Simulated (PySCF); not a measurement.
C3H7O, charge +1, singlet, geometry from GFN2-xTB; HF/STO-3G in PySCF.

Here is a job for PySCF.
```python
from pyscf import gto, scf

mol = gto.Mole()
mol.atom = '''
    C     1.269542   -0.515835    0.423476
    C     0.009145    0.056029   -0.041316
    C    -1.267607   -0.543796    0.336883
    O     0.086057    1.089947   -0.772976
    H     1.180303   -0.953874    1.415961
    H     1.542131   -1.338677   -0.247754
    H     2.079476    0.210602    0.376757
    H    -2.089298   -0.258307   -0.319501
    H    -1.521173   -0.202267    1.347803
    H    -1.198735   -1.628863    0.409016
    H    -0.747642    1.473420   -1.112737
'''
mol.basis = 'sto-3g'
mol.charge = 1
mol.spin = 0
mol.verbose = 4
mol.build()

mf = scf.RHF(mol)
mf.kernel()
mf.analyze()
```

It wrote (shortened):

```
PySCF version 2.14.0

[INPUT] verbose = 4
[INPUT] num. atoms = 11
[INPUT] num. electrons = 32
[INPUT] charge = 1
[INPUT] spin (= nelec alpha-beta = 2S) = 0
[INPUT] symmetry False subgroup None
[INPUT] Mole.unit = angstrom
[INPUT] Symbol           X                Y                Z      unit          X                Y                Z       unit  Magmom
[...]
nuclear repulsion = 129.222777317894
number of shells = 19
number of NR pGTOs = 81
number of NR cGTOs = 27
basis = sto-3g
ecp = {}

******** <class 'pyscf.scf.hf.RHF'> ********
method = RHF
initial guess = minao
damping factor = 0
level_shift factor = 0
DIIS = <class 'pyscf.scf.diis.CDIIS'>
diis_start_cycle = 1
diis_space = 8
diis_damp = 0
SCF conv_tol = 1e-09
SCF conv_tol_grad = None
SCF max_cycles = 50
direct_scf = True
direct_scf_tol = 1e-13
Set gradient conv threshold to 3.16228e-05
Initial guess from minao.
init E= -190.983627406453
[...]
cycle= 1 E= -189.846930559252  delta_E= 1.14  |g|= 0.476  |ddm|=  3.8
[...]
cycle= 2 E= -189.911098868086  delta_E= -0.0642  |g|= 0.216  |ddm|= 0.801
[...]
cycle= 3 E= -189.923834483411  delta_E= -0.0127  |g|= 0.0347  |ddm|= 0.256
[...]
cycle= 4 E= -189.924423251694  delta_E= -0.000589  |g|= 0.00557  |ddm|= 0.0661
[...]
cycle= 5 E= -189.924442700171  delta_E= -1.94e-05  |g|= 0.00144  |ddm|= 0.0115
[...]
cycle= 6 E= -189.924444369889  delta_E= -1.67e-06  |g|= 0.000242  |ddm|= 0.00348
[...]
cycle= 7 E= -189.92444440764  delta_E= -3.78e-08  |g|= 3.73e-05  |ddm|= 0.000569
[...]
cycle= 8 E= -189.924444408779  delta_E= -1.14e-09  |g|= 1.19e-05  |ddm|= 9.64e-05
[...]
cycle= 9 E= -189.924444408955  delta_E= -1.76e-10  |g|= 4.61e-06  |ddm|= 3.77e-05
[...]
Extra cycle  E= -189.924444408977  delta_E= -2.19e-11  |g|= 2.69e-06  |ddm|= 1.03e-05
converged SCF energy = -189.924444408977
**** SCF Summaries ****
Total Energy =                        -189.924444408976541
Nuclear Repulsion Energy =             129.222777317894412
One-electron Energy =                 -505.331027085584310
Two-electron Energy =                  186.183805358713329
Two-electron Coulomb Energy =          212.164392838755560
DFT Exchange-Correlation Energy =      -25.980587480042232
HOMO-LUMO gap [eV] =                    17.502786745780369
**** MO energy ****
[...]
 ** Mulliken pop on meta-lowdin orthogonal AOs  **
 ** Mulliken pop  **
[...]
 ** Mulliken atomic charges  **
charge of    0C =     -0.13253
charge of    1C =      0.39490
charge of    2C =     -0.14403
charge of    3O =     -0.02628
charge of    4H =      0.10288
charge of    5H =      0.11566
charge of    6H =      0.10297
charge of    7H =      0.08864
charge of    8H =      0.11767
charge of    9H =      0.10955
charge of   10H =      0.27057

WARN: System has nonzero charge 1; the dipole moment is origin-dependent.
Location of origin: [0. 0. 0.]

Dipole moment(X, Y, Z, Debye): -1.65586,  0.28583, -0.33589
```
